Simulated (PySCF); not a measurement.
Cd(I)(SeH) (CdHISe), SMILES [SeH][Cd][I].

Geometry optimised at PBE0-D3(BJ)/def2-SVP. The structure was generated by enumeration; whether it is a known compound was not checked. The def2 effective core potentials stand for the cores of Cd, I; spin–orbit coupling is left out. The values are those of a single conformer.

All values below come from PBE0-D3(BJ)/def2-SVP run with PySCF.

Frequencies are harmonic and unscaled.

Computed normal modes with their intensities:
```
mode  ν (cm⁻¹)  IR (km/mol)  Raman (Å⁴/amu)  depolarisation  moving atoms (share of kinetic energy)
----  --------  -----------  --------------  --------------  --------------------------------------
1           56          3.5             0.0               –                Cd 63 %, Se 23 %, I 13 %
2           58          3.1             0.0               –                Cd 63 %, Se 23 %, I 13 %
3          167          1.5            19.5            0.28                         I 51 %, Se 45 %
4          285         29.1             1.5            0.23                Cd 61 %, Se 29 %, I 10 %
5          579          0.4             1.9            0.72                                  H 98 %
6         2444          8.8           163.2            0.30                                  H 99 %
```
